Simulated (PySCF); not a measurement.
Computed IR spectrum (relative IR intensity) of a molecule C6H4N2. The structure is a stationary point at PBE-D3(BJ)/def2-SVP. Other conformers were not sampled. Level of theory: PySCF 2.14.0 with PBE-D3(BJ)/def2-SVP. Harmonic, unscaled wavenumbers; measured fundamentals usually lie a few per cent lower.

Lines under 2 % of the strongest are left out, and lines within 2 cm⁻¹ are merged.

```tsv
ν (cm⁻¹)	relative intensity
140	30
158	24
444	4.6
577	78
763	61
816	100
982	14
1059	13
1215	24
1324	2.0
1402	71
1472	11
1563	86
1598	99
2279	27
3085	93
3089	21
3146	7.6
```

Question: Which molecule gave these data?
A) N#Cc1ccncc1
B) C#Cc1cncnc1
C) C#Cc1cnccn1
D) N#C/C=C/C=C/C#N

Answer: A, N#Cc1ccncc1
